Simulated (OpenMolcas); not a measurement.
Computed levels of 5s2 5p2 in ions with 50 electrons, in cm-1 above 3P0.

```
Program             : OpenMolcas
Method              : RASSCF
Basis               : ANO-R3
Scalar Hamiltonian  : X2C, finite nucleus
Spin-orbit coupling : RASSI with atomic mean-field integrals over the reference wave functions, term energies averaged over their components
```

Active space for each ion: 2 electrons in 9 orbitals (RAS2 5p; RAS3 5d 6s, at most 1 electron).

```csv
Level,Sn,Te2+,Xe4+
3P1,1343,3838,7505
3P2,3052,7490,12990
1D2,10263,18399,27998
1S0,21585,34810,47923
```

Task: Estimate 3P2, 1D2, 1S0 for Sb+ from its neighbours Sn and Te2+.

Result: 3P2 is fine structure, which grows about as the fourth power of a screened charge, so the fourth roots are averaged: ((3052^0.25 + 7490^0.25) / 2)^4 = 4903. The calculation gives 5161, so the estimate is off by -5.0 %; the measured value is 5658 (NIST Handbook of Basic Atomic Spectroscopic Data).
1D2 is another term, which grows about linearly with the charge: (10263 + 18399) / 2 = 14331. The calculation gives 14264, so the estimate is off by +0.5 %; the measured value is 12790 (NIST Handbook of Basic Atomic Spectroscopic Data).
1S0 is another term, which grows about linearly with the charge: (21585 + 34810) / 2 = 28198. The calculation gives 28408, so the estimate is off by -0.7 %; the measured value is 23906 (NIST Handbook of Basic Atomic Spectroscopic Data).

With the s shell closed, the reference lacks s² → p² mixing. No level of 5s2 5p 5d was computed, though it lies in the active space (holds for Sn). Computed and measured levels are paired by configuration, term and J; levels that our copy of the source lacks, or whose pairing is in doubt (as where it misses far off the trend of its configuration), stay unpaired and out of the deviations. Only configurations of the active space appear.
